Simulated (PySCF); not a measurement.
O2P2, SMILES o1p2op12.

Coordinates come from a B3LYP-D3(BJ)/def2-SVP optimisation.

These are PBE/def2-TZVPD run with PySCF values and carry that method's errors.

The molecule is in vacuum.

Computed frontier levels, gap, dipole moment and polarisability:
```json
{
  "highest_occupied_level": "-5.01 eV",
  "lowest_empty_level": "-3.36 eV",
  "orbital_gap": "1.66 eV",
  "dipole_moment": "0.00 D",
  "quadrupole, principal values (traceless, Buckingham form, about the centre of nuclear charge)": "-1.73, -1.43, 3.15 D·Å",
  "mean_static_polarisability": "61.4 bohr³ (9.10 Å³)",
  "polarisability_principal_values": "42.7, 45.5, 96.0 bohr³"
}
```
